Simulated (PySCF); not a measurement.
SnF, SMILES [F][Sn+] (connectivity only; charge and spin as stated), charge +1, multiplicity 1. Atoms are numbered in the order given.

```xyz
2

Sn     0.0000     0.0000    -0.2858
F      0.0000     0.0000     1.5878
```
Charge +1, spin multiplicity 1.

Coordinates come from a PBE0-D3(BJ)/def2-TZVP optimisation. The spin state was assumed, not searched. The def2 effective core potentials stand for the cores of Sn; spin–orbit coupling is left out.

Calculation: PBE/def2-TZVPD (PySCF).

Gas-phase values at a fixed geometry.

The total energy is -313.85538 hartree. The point group is C∞v, the highest occupied level is -15.16 eV and the lowest empty level is -10.08 eV. The orbital gap is 5.08 eV and the dipole moment about the centre of nuclear charge comes out as 0.670 e·Å. The mean static polarisability comes out as 25.9 bohr³ (3.84 Å³) and the polarisability, principal values comes out as 23.2, 23.2, 31.3 bohr³.
